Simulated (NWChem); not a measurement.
Molecule: SnH2S, singlet; SMILES [SH][SnH]

All runs: NWChem. Medium grid unless said otherwise, to which SCAN and Minnesota functionals are sensitive. Low-valent species are run as closed-shell singlets; no triplet was tried in these runs. All runs use the structure optimised with PBE0/def2-SVP. def2 effective core potentials on Sn; no spin-orbit coupling.

Question: Among these, which level gives the highest value of “orbital gap (eV)”?
A) r2SCAN0/def2-SVP
B) B97-2/def2-SVP
C) B3PW91/def2-SVP
D) M06-L/def2-SVP

Answer: A, r2SCAN0/def2-SVP. Values: M06-L/def2-SVP 2.83; B3PW91/def2-SVP 3.85; B97-2/def2-SVP 3.94; r2SCAN0/def2-SVP 4.37
